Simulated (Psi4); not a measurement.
F4MoO (SMILES [O]=[Mo]([F])([F])([F])[F]), singlet, at a GFN2-xTB geometry (such geometries of metal compounds can be far from the true shape) (core potentials on Mo), with bond 5-1 at 1.6 times its length. Base run: HF/def2-SV(P) (Psi4).

The Psi4 input:
```
memory 2 GB

molecule {
0 1
  Mo    0.06147091   -0.03387881    0.05793728
  O     1.14984763   -0.63372208    1.08374922
  F    -1.12609422    0.62063073   -1.06136126
  F     0.00314904    1.59071839    0.78506936
  F     1.62239909   -0.43966852   -2.29104562
  F    -1.22305687   -1.20244210    0.45276230
}

set basis def2-sv(p)

energy('scf')
print_variables()
```

Each row names what was changed in the base input (with any setting that the change needs).

```
change                                        ΔE vs base (mEh)  SCF cycles  basis functions                outcome
--------------------------------------------  ----------------  ----------  ---------------  ---------------------
base                                                     0.000          15               94              converged
damping_percentage = 50                                      -           -               94  stopped with an error
ints_tolerance = 1e-8                                    0.000          15               94              converged
scf_type = pk                                           -0.411          15               94              converged
d_convergence = 1e-8                                     0.000          21               94              converged
e_convergence = 1e-8                                     0.000          17               94              converged
e_convergence = 1e-4                                     0.000          15               94              converged
cholesky_tolerance = 1e-3 (with scf_type cd)               ___          15               94              converged
guess = core                                             0.000          18               94              converged
scf_type = mem_df                                        0.000          15               94              converged
d_convergence = 1e-4                                     0.000          13               94              converged
scf_initial_accelerator = none                           0.000          15               94              converged
df_basis_scf = def2-universal-jkfit                      0.000          15               94              converged
```

Problem. Complete the blanks.

Solution. 
- cholesky_tolerance = 1e-3 (with scf_type cd), ΔE vs base (mEh): 11.210

- damping_percentage = 50: ended with `Exception: ADIIS minimization failed. File a bug, and include your entire input and output files.`
